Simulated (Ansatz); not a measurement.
A set of 12 reactions (ligand exchange), with CCSD(T)/CBS values in kJ/mol:

| reaction | ΔE |
| --- | --- |
| `C/C(Cl)=N\[SiH3]` + `[OH][Cd][Cl]` → `[SiH3][O][Cd][Cl]` + `CC(=N)Cl` | -74.4 |
| `F[SiH2]C(Cl)Br` + `OCF` → `FCO[SiH2]F` + `ClCBr` | -103.0 |
| `C[CH2][Al]([Cl])[Cl]` + CH₃OH → `C[O][Al]([Cl])[Cl]` + `CC` | -135.9 |
| `SB(Cl)Cl` + `OCC(F)(F)F` → `FC(F)(F)COB(Cl)Cl` + H₂S | -53.5 |
| `[SiH3]OB1N[SiH2]1` + HCl → `ClB1N[SiH2]1` + `O[SiH3]` | 31.5 |
| `C[O][SnH2][CH]=N` + H₂Se → `C[O][SnH2][SeH]` + `C=N` | -107.3 |
| `O=C[SiH]([SiH3])Cl` + CH₃OH → `CO[SiH]([SiH3])Cl` + `C=O` | -117.8 |
| `O[Si](O)(O)O[SiH2]F` + `F[SiH](F)S` → `F[SiH2]S[SiH](F)F` + `O[Si](O)(O)O` | 58.9 |
| `S=C[SiH2]S` + HBr → `S=C[SiH2]Br` + H₂S | -35.9 |
| `[SiH3]OB1N[SiH2]1` + `N[SiH2]O[SiH3]` → `[SiH3]N[SiH2]O[SiH3]` + `OB1N[SiH2]1` | 41.3 |
| `BO[SiH2][GeH2][F]` + H–F → `BO[SiH2]F` + `[F][GeH3]` | -143.6 |
| `SB[SiH2][SeH]` + `BS` → `BSBS` + `[SiH3][SeH]` | -59.8 |

Program: Ansatz. Geometries: PBE0-D4/def2-TZVP. ΔE: electronic, gas phase. CBS: MP2 limit from def2 TZ/QZ plus the TZ coupled-cluster correction, frozen cores. This one scheme is used for every species. Functionals use def2-TZVPP. def2 core potentials past Kr. For Br, Cd, Ge, Se, Sn outer-core shells are correlated without core-valence functions, which leaves a few kJ/mol of doubt a bond. Scalar relativity is left out up to krypton. One conformer a species, not always the lowest.

(1) Give the mean, mean absolute and largest difference (level minus CCSD(T)/CBS, kJ/mol) for: r2SCAN-D4, PBE0-D4, ωB97M-V, PBE, r2SCAN, PBE0, SCS-MP2/def2-TZVPP, CCSD/def2-TZVPP, CCSD(T)/def2-TZVPP, HF/def2-QZVPP, MP2/def2-QZVPP, SCS-MP2/def2-QZVPP, HF/CBS(def2), MP2/CBS(def2). (Best estimate.)

The largest T1 diagnostic in the set is 0.015, for `C=O` (customary mark 0.02).

CCSD(T)/CBS is a level of theory with its own doubt, and the functionals carry their triple-zeta basis error, so these figures describe this set and don't rank the functionals.

## Answers

(1) The calculation gave: 
```tsv
level	mean	mean absolute	largest
r2SCAN-D4	0.7	2.6	-5.1
PBE0-D4	3.4	6.5	13.7
ωB97M-V	-0.5	1.7	-5.3
PBE	5.8	9.9	18.3
r2SCAN	0.4	3.0	-5.2
PBE0	2.8	5.3	10.7
SCS-MP2/def2-TZVPP	-3.1	5.1	-12.1
CCSD/def2-TZVPP	-1.3	4.5	-8.3
CCSD(T)/def2-TZVPP	-0.2	2.8	8.3
HF/def2-QZVPP	-9.5	17.8	-36.3
MP2/def2-QZVPP	-2.2	3.1	-8.3
SCS-MP2/def2-QZVPP	-3.1	4.4	-12.3
HF/CBS(def2)	-9.6	17.9	-36.7
MP2/CBS(def2)	-2.1	3.7	-8.4
```
